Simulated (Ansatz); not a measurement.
Consider the substitution at a C–C bond: `CCC(C)C(C)C` + `CC(C)[O][Cd][OH]` → `CC(C)[O][Cd][O]C(C)C` + `CCCC`.

Gas-phase electronic energies from Ansatz, PBE0-D4/def2-TZVP geometries. CBS: MP2 limit from def2 TZ/QZ plus the TZ coupled-cluster correction, frozen cores. DFT in def2-TZVPP. def2 core potentials past Kr. For Cd outer-core shells are correlated without core-valence functions, which leaves a few kJ/mol of doubt a bond. One conformer a species, not always the lowest.

```csv
level,ΔE (eV)
r2SCAN-D4,0.12
r2SCANh,0.13
r2SCAN0,0.15
CCSD/def2-SVP,0.05
```

(1) What does CCSD(T)/CBS give? (Estimate.)

Largest T1 diagnostic among the species: 0.016.

Results:

(1) The calculation gave: +0.29 eV. The listed levels differ from it by -0.17, -0.16, -0.14, -0.24 eV.

From r2SCAN to r2SCAN0 (25 % exact exchange), in def2-TZVPP and without D4, ΔE moves by +0.05 eV. At CCSD(T), def2-SVP lies −0.25 eV from the extrapolated value and def2-TZVPP −0.06 eV. Leaving LDA and LC-ωPBE aside and taking each functional with its dispersion term where it has one, the values, not all of them listed here, spread over 0.13 eV, from BLYP-D4 to PBE-QIDH. LDA lies +0.09 eV from PBE without D4.
